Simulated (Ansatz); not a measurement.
System: sum formula CrO2H2, net charge 0, quintet state. The spin state was set by rule; other spins were not relaxed. SMILES: [OH][Cr][OH]
Geometry from a B3LYP-D3(BJ)/def2-TZVP (Ansatz, a quantum-chemistry and plane-wave program) optimisation:
```
Cr
O 1 1.8093
H 2 0.9604 1 129.37
O 1 1.8093 2 148.75 3 87.52
H 4 0.9604 1 129.37 2 -87.52
```
Charge 0, spin multiplicity 5.

Question: Give the harmonic wavenumbers at B3LYP-D3(BJ)/def2-TZVP (Ansatz, finite differences of forces, unscaled).

Answer: 97, 317, 361, 521, 566, 632, 743, 3853, 3855 cm⁻¹. Zero-point energy 15.6 kcal/mol.

Question: From these and the geometry, give the ideal-gas thermochemistry at 298.15 K and 1 atm (rigid rotor, harmonic oscillator).

Answer: Point group Cs, rotational symmetry number 1. Rotational constants 80.55, 4.638, 4.46 GHz. S(trans) 39.27, S(rot) 22.78, S(vib) 7.74, S(elec, spin only) 3.20, S 73.0 cal/(mol K). H(298) - H(0) 3.70 kcal/mol; G - E(el) -2.4 kcal/mol.
